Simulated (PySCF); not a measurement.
Geometry:
| atom | x (Å) | y (Å) | z (Å) |
| --- | --- | --- | --- |
| Si1 | -0.086 | 0.090 | 0.712 |
| H2 | -0.256 | 0.285 | 2.188 |
| N3 | 1.602 | 0.099 | 0.317 |
| C4 | 2.173 | 0.839 | -0.773 |
| C5 | 2.530 | -0.712 | 1.059 |
| H6 | 2.984 | 1.514 | -0.431 |
| H7 | 1.402 | 1.460 | -1.252 |
| H8 | 2.607 | 0.180 | -1.552 |
| H9 | 2.031 | -1.179 | 1.923 |
| H10 | 2.964 | -1.531 | 0.449 |
| H11 | 3.376 | -0.113 | 1.449 |
| N12 | -0.912 | 1.388 | -0.086 |
| C13 | -1.596 | 1.232 | -1.340 |
| C14 | -0.809 | 2.742 | 0.388 |
| H15 | -2.620 | 1.652 | -1.298 |
| H16 | -1.685 | 0.164 | -1.591 |
| H17 | -1.074 | 1.733 | -2.182 |
| H18 | -0.367 | 2.765 | 1.396 |
| H19 | -0.177 | 3.381 | -0.264 |
| H20 | -1.804 | 3.224 | 0.451 |
| N21 | -0.777 | -1.441 | 0.287 |
| C22 | -2.043 | -1.853 | 0.828 |
| C23 | -0.217 | -2.328 | -0.696 |
| H24 | -2.850 | -1.866 | 0.067 |
| H25 | -2.361 | -1.169 | 1.631 |
| H26 | -1.988 | -2.871 | 1.263 |
| H27 | 0.759 | -1.947 | -1.034 |
| H28 | -0.060 | -3.345 | -0.286 |
| H29 | -0.866 | -2.436 | -1.589 |

Computed data (PySCF 2.14.0 with density-fitted response routines): PBE0-D3(BJ)/def2-SVP structure, σ from GIAO-B3LYP/pcSseg-1. One averaged value for each set of equivalent atoms, isolated molecule, one computed conformer, no relativistic terms.

Chemical shifts δ = σref − σ; TMS for ¹³C and ¹H and ²⁹Si; NH3 for ¹⁵N, all at this level.

```
                                                              atoms  nucleus  count  δ (ppm)
                                                                 H2       ¹H      1     4.38
                                                         N3/N12/N21      ¹⁵N      3        ?
                                                                Si1     ²⁹Si      1    -29.0
H6/H7/H8/H9/H10/H11/H15/H16/H17/H18/H19/H20/H24/H25/H26/H27/H28/H29       ¹H     18        ?
                                              C4/C5/C13/C14/C22/C23      ¹³C      6     37.1
```

Question: Complete the table.

Answer: 
- H6/H7/H8/H9/H10/H11/H15/H16/H17/H18/H19/H20/H24/H25/H26/H27/H28/H29: 2.39 ppm, hydrogen on a carbon bonded to N
- N3/N12/N21: 34.9 ppm, nitrogen bonded to 2 C, Si

Shifts are as computed. Against solution values, carbons near 30 ppm lie about +2 ppm off and those near 130 ppm about +6 ppm. Of 1309 compounds with measured shifts, 239 miss one by over three times the rms of a fit or turn the order of signals round; such compounds aren't used in these exercises. Experimental scales use liquid or dissolved standards, which lie at an offset from isolated NH3 (liquid NH3: subtract about 20 ppm).
